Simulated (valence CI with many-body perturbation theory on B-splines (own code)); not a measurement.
# E1 line list for V XVIII

Calculated by valence CI with perturbative core correlation (CI+MBPT): four valence electrons over a frozen Dirac-Fock core [He], radial functions for each j: 11 s, 11 p, 9 d, 7 f, 5 g, 2 h, 1 i, with the one-electron correlation potential Σ1 (screened to all orders), the two-electron term Σ2, the three-electron term Σ3, Breit, model QED; selected single and double excitations, second order for the rest (own B-spline code, finite nucleus).

No measured spectrum was set against this ion. As an estimate, levels of excited configurations hold to 0.05 to 0.15 % of their energy, terms of the ground configuration to about 0.5 %.

Lines 51 to 100 of 251 in falling wavelength, among levels below 59.753 Ry, chosen from the strongest by gf and those to the six lowest levels. Wavelengths and rates use the calculated energies, so an error of 400 cm⁻¹ moves a line at 51.17 nm by 0.2 % and its rate by three times that or more. Electric multipoles are in the length gauge, E1 and E2 with the static RPA response of the core. Weak lines are less certain than strong ones. Lines between different terms over intervals too small for the method are left out, as are lines whose strength nearly cancels. The highest levels of a list are the least certain.

Names give the largest LS component (configuration and term), which can be under half, so a name can repeat, a term be missing and a line seem to break the LS rules; names also repeat where a configuration has a term twice. Letters in brackets count levels of one name in rising energy.

```csv
λ vac (nm),Upper,Lower,A (s⁻¹),log gf,Branch %
51.17,2s2p²3p ³D°_2 [b],2s2p²3s ³D_3,6.72e+08,-0.88,0.1
51.12,2s²2p3d ¹F°_3,2s²2p3p ¹D_2,1.56e+09,-0.37,0.0
50.29,2s2p²3d ³P_2,2s2p²3p ⁵P°_1,5.98e+08,-0.95,0.0
50.07,2s2p²3p ³D°_2 [b],2s2p²3s ³D_2,9.64e+08,-0.74,0.2
49.95,2s2p²3d ⁵P_2,2s2p²3p ⁵P°_3,4.83e+08,-1.04,0.0
49.90,2s²2p3d ³P°_2,2s²2p3p ³S_1,6.51e+08,-0.92,0.0
49.48,2s²2p3d ³P°_1,2s²2p3p ³S_1,1.18e+09,-0.88,0.0
49.22,2s²2p3d ³D°_3,2s²2p3p ³D_3,5.23e+08,-0.88,0.0
49.06,2s2p²3p ³D°_3 [b],2s2p²3s ³D_3,1.66e+09,-0.38,0.2
46.78,2s2p²3p ⁵P°_2,2s2p²3s ⁵P_1,6.34e+08,-0.98,0.3
45.40,2s²2p3p ¹D_2,2s²2p3s ¹P°_1,2.66e+09,-0.39,3.3
44.53,2s2p²3p ⁵S°_2,2s2p²3s ⁵P_3,2.24e+09,-0.48,1.6
43.34,2s2p²3d ³P_2,2s2p²3p ³S°_1,7.06e+08,-1.00,0.0
39.25,2s2p²3p ⁵S°_2,2s2p²3s ⁵P_2,1.05e+09,-0.92,0.8
36.28,2s²2p3p ¹S_0,2s²2p3s ¹P°_1,5.61e+09,-0.96,2.5
28.96,2s2p²3p ³D°_3 [b],2s2p²3s ³P_2 [a],1.29e+09,-0.94,0.2
27.20,2s2p²3p ³D°_3 [a],2s²2p3p ³P_2,1.21e+09,-1.03,0.0
21.68,2p⁴ ³P_2,2s2p³ ³S°_1,5.21e+09,-0.74,10.8
21.47,2p⁴ ¹D_2,2s2p³ ¹P°_1,3.39e+09,-0.93,10.3
21.10,2s2p³ ³D°_3,2s²2p² ¹D_2,4.26e+08,-1.70,7.7
19.76,2s2p²3p ¹F°_3,2s²2p3p ¹D_2,6.12e+09,-0.60,0.2
19.48,2p⁴ ³P_1,2s2p³ ³S°_1,8.69e+09,-0.83,16.3
18.04,2s2p²3s ³D_3,2s²2p3s ³P°_2,7.06e+09,-0.62,0.4
17.80,2s2p²3p ³F°_4,2s²2p3p ³D_3,3.77e+09,-0.79,55.3
17.64,2s2p³ ³D°_3,2s²2p² ³P_2,5.09e+09,-0.78,92.3
17.49,2p⁴ ¹D_2,2s2p³ ¹D°_2,2.53e+10,-0.24,76.8
17.41,2s2p³ ³P°_1,2s²2p² ¹D_2,2.10e+08,-2.54,1.3
17.12,2s2p²3p ³D°_3 [b],2s²2p3p ³D_3,2.99e+09,-1.04,0.4
17.06,2s2p³ ³D°_2,2s²2p² ³P_1,6.75e+09,-0.83,98.8
17.03,2s2p³ ³D°_1,2s²2p² ³P_1,1.12e+09,-1.84,13.8
16.65,2s2p²3p ³F°_3,2s²2p3p ³D_2,4.57e+09,-0.88,2.9
16.37,2s2p²3p ¹D°_2,2s²2p3p ¹P_1,4.93e+09,-1.00,0.2
16.36,2s2p²3s ³D_2,2s²2p3s ³P°_1,6.82e+09,-0.86,0.4
16.07,2s2p²3p ³F°_2,2s²2p3p ³D_1,7.35e+09,-0.85,0.5
16.00,2s2p³ ³D°_1,2s²2p² ³P_0,6.90e+09,-1.10,84.7
15.95,2s2p²3p ³D°_2 [b],2s²2p3p ³D_2,4.82e+09,-1.04,0.9
15.91,2s2p³ ³S°_1,2s²2p² ¹S_0,2.98e+08,-2.47,0.4
15.29,2p⁴ ¹S_0,2s2p³ ¹P°_1,5.89e+10,-0.68,92.2
15.28,2s2p²3p ³D°_1 [b],2s²2p3p ³D_1,9.16e+09,-1.02,0.6
14.98,2s2p³ ³P°_1,2s²2p² ³P_2,3.09e+09,-1.51,18.8
14.98,2p⁴ ³P_1,2s2p³ ³P°_2,1.07e+10,-0.97,20.0
14.81,2s2p³ ³P°_2,2s²2p² ³P_2,1.39e+10,-0.64,93.6
14.41,2s2p³ ³P°_0,2s²2p² ³P_1,1.62e+10,-1.30,100.0
14.33,2s2p³ ³P°_1,2s²2p² ³P_1,9.31e+09,-1.07,56.6
14.17,2s2p³ ³P°_2,2s²2p² ³P_1,8.50e+08,-1.89,5.7
13.81,2p⁴ ³P_2,2s2p³ ³D°_3,2.46e+10,-0.45,51.0
13.66,2s2p²3s ³S_1,2s²2p3s ³P°_1,2.10e+10,-0.75,1.2
13.60,2p⁴ ³P_2,2s2p³ ³D°_2,9.51e+09,-0.88,19.7
13.60,2s2p³ ³P°_1,2s²2p² ³P_0,3.76e+09,-1.50,22.9
13.53,2s2p²3s ³S_1,2s²2p3s ³P°_0,1.12e+10,-1.03,0.7
```

How does gf follow from A for the line at 14.81 nm?

gf = 1.4992 × (2J+1)_upper × A / σ², with σ = 675371 cm⁻¹ and 2J+1 = 5: gf = 0.229.
